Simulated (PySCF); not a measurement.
# Functional benchmark on one molecule

Molecule: SMILES CC(C)S(C)(=O)=O, C$_{4}$H$_{10}$O$_{2}$S.

Cartesian coordinates in Å; atom numbers follow the order of the lines, from 1:
```xyz
17

C    -1.224    1.616   -0.594
C    -0.524    0.476    0.131
C    -1.107   -0.888   -0.186
S     1.221    0.564   -0.367
C     2.084   -0.602    0.675
O     1.714    1.895   -0.011
O     1.312    0.082   -1.746
H    -0.755    2.580   -0.357
H    -1.172    1.462   -1.682
H    -2.283    1.650   -0.297
H    -0.507    0.670    1.217
H    -0.982   -1.110   -1.256
H    -0.632   -1.694    0.394
H    -2.181   -0.899    0.052
H     1.939   -0.331    1.728
H     3.140   -0.483    0.396
H     1.750   -1.624    0.462
```

Geometry PBE0-D3(BJ)/def2-SVP throughout; GIAO in PySCF 2.14.0 with density-fitted response routines, gas phase, one conformer, non-relativistic; equivalent atoms averaged; basis pcSseg-1.

Reference values (measured; solution, not stated per compound (mostly CDCl3 or CCl4); Pretsch, Buehlmann, Badertscher, Structure Determination of Organic Compounds, 4th ed. (2009)): δ(C2) = 53.5 ppm, δ(C1/C3) = 15.2 ppm, δ(H11) = 3.13 ppm, δ(H8/H9/H10/H12/H13/H14) = 1.41 ppm. Computed shifts are taken against TMS, calculated as an isolated molecule at each level.

Question: How do the functionals PBE, BP86, KT3, B97-D, B3LYP, PBE0, WP04, BHandHLYP, wB97X-D perform against the reference? Times are CPU seconds on shared hosts with different chips, so compare them loosely.

Answer: 
| functional | kind | C2 | C1/C3 | H11 | H8/H9/H10/H12/H13/H14 | mean abs. error C | mean abs. error H | core-s |
| --- | --- | --- | --- | --- | --- | --- | --- | --- |
| PBE | GGA | 61.9 | 16.4 | 2.62 | 1.27 | 4.8 | 0.32 | 62 |
| BP86 | GGA | 62.4 | 16.6 | 2.61 | 1.29 | 5.2 | 0.32 | 30 |
| KT3 | GGA | 58.6 | 16.6 | 2.58 | 1.29 | 3.3 | 0.33 | 31 |
| B97-D | GGA | 61.2 | 16.8 | 2.61 | 1.32 | 4.7 | 0.30 | 32 |
| B3LYP | global hybrid | 61.3 | 16.3 | 2.45 | 1.31 | 4.4 | 0.39 | 21 |
| PBE0 | global hybrid | 59.0 | 15.7 | 2.41 | 1.29 | 3.0 | 0.42 | 22 |
| WP04 | global hybrid | 63.4 | 17.4 | 2.47 | 1.35 | 6.0 | 0.36 | 22 |
| BHandHLYP | global hybrid | 57.5 | 15.5 | 2.25 | 1.34 | 2.2 | 0.47 | 40 |
| wB97X-D | range-separated hybrid | 59.0 | 15.9 | 2.31 | 1.30 | 3.1 | 0.46 | 27 |

For 13C the closest is BHandHLYP (2.2 ppm) and the furthest WP04 (6.0 ppm).

For 1H the closest is B97-D (0.30 ppm, with BP86, PBE, KT3 practically level) and the furthest BHandHLYP (0.47 ppm). One molecule is a small sample, and vibrational and solvent effects are absent from the calculation.
